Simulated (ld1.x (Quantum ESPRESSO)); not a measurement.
**S (Z = 16): excitation energies, all-electron against PAW**

```
Element                 : S
Generator               : ld1.x (Quantum ESPRESSO) 7.5
Type                    : PAW
Functional              : PBEsol
Relativity              : scalar-relativistic
Frozen core             : [Ne]
Valence charge          : 6
Reference configuration : 3s2 3p3 (charge +1)
Partial waves           : 3s (bound): rcut 1.20, rcutus 1.45 bohr; 3s channel at -0.2 Ry: rcut 1.20, rcutus 1.45 bohr; 3p (bound): rcut 1.65, rcutus 1.80 bohr; 3p channel at 0.65 Ry: rcut 1.65, rcutus 1.80 bohr
Local potential         : all-electron potential smoothed inside 1.35 bohr (lloc = -1)
Core correction         : Bessel-smoothed model core, default radius (core density twice the valence density)
Augmentation charge     : PSQ, inside the norm-conserving radii
```

Energies are relative to the spin-unpolarised reference configuration 3s2 3p3; without spin polarisation the order of configurations can differ from experiment.

```csv
valence configuration,charge,ΔE all-electron (eV),error AE − PS (meV)
3s2 3p4,0,-11.733,+0.4
3s2 3p2,+2,22.241,-4.4
3s2 3p1,+3,56.241,-25
3s2 3p4.3,-0.3,-13.433,+0.4
3s0 3p6,0,8.946,+0.8
```

(1) What are ΔE and the potential's error for 3s1 3p5?

(2) What are ΔE and the potential's error for 3s2 3p0?

## Answers

(1) ΔE = -1.454 eV all-electron; the error (AE − PS) is +0.5 meV.

(2) ΔE = 103.000 eV all-electron; the error (AE − PS) is -89 meV.
